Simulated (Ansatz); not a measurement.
`NB(F)Cl` + `O[SiH3]` → `NB(Cl)O[SiH3]` + H–F at 500 K and 1 bar (ligand exchange at a B–F bond).

Gas-phase electronic energies from Ansatz, PBE0-D4/def2-TZVP geometries. CCSD(T)/CBS adds triple-zeta CCSD(T) − MP2 to the extrapolated MP2 energy (def2 sets, frozen cores). This one scheme is used for every species. One conformer a species, not always the lowest.

```json
{"species": "`NB(F)Cl`", "CCSD(T)/CBS energy (Eh)": "-640.42619", "H − E (kJ/mol)": "123.0", "S (J/(mol·K))": "329.0"}
{"species": "`O[SiH3]`", "CCSD(T)/CBS energy (Eh)": "-366.69042", "H − E (kJ/mol)": "127.5", "S (J/(mol·K))": "292.9"}
{"species": "`NB(Cl)O[SiH3]`", "CCSD(T)/CBS energy (Eh)": "-906.71622", "H − E (kJ/mol)": "212.4", "S (J/(mol·K))": "426.7"}
{"species": "H–F", "CCSD(T)/CBS energy (Eh)": "-100.39570", "H − E (kJ/mol)": "39.4", "S (J/(mol·K))": "188.7"}
```

H − E and S are ideal-gas, rigid-rotor, harmonic terms from PBE0-D4/def2-TZVP, for one conformer and one mirror image of each species. 1 Eh = 2625.50 kJ/mol, R = 8.31446 J/(mol·K).

Problem. By hand: ΔE, ΔH, ΔS and ΔG.

Solution. ΔE = (-906.71622) + (-100.39570) − (-640.42619) − (-366.69042) = 0.00469 Eh = 12.3 kJ/mol. Δ(H − E) = 212.4 + 39.4 − 123.0 − 127.5 = 1.3, so ΔH = 13.6 kJ/mol. ΔS = 426.7 + 188.7 − 329.0 − 292.9 = -6.5 J/(mol·K). ΔG = 13.6 − 500 × (-6.5)/1000 = 16.9 kJ/mol.

Problem. By hand: the equilibrium constant, and the temperature at which ΔG would vanish if ΔH and ΔS stayed fixed.

Solution. log₁₀ K = −ΔG/(RT ln 10) = -1.8. ΔH and −TΔS have one sign here, so there is no such temperature.

The number of gas molecules stays the same, so ΔS is small and ΔH decides. A doubt of 5 kJ/mol in ΔE shifts log₁₀ K by 0.5 here. Other conformers and mirror images would add mixing entropy, several J/(mol·K) or more a flexible species. Modes under 60 cm⁻¹, often nearly free rotors, make the harmonic entropy too high. These are equilibria of isolated gas molecules and say nothing of rates. Largest T1 diagnostic: 0.011 (customary marks: 0.02 for closed shells, 0.045 for open ones).

ΔS is within the doubt of such terms, so its sign, and with it that verdict, could turn.
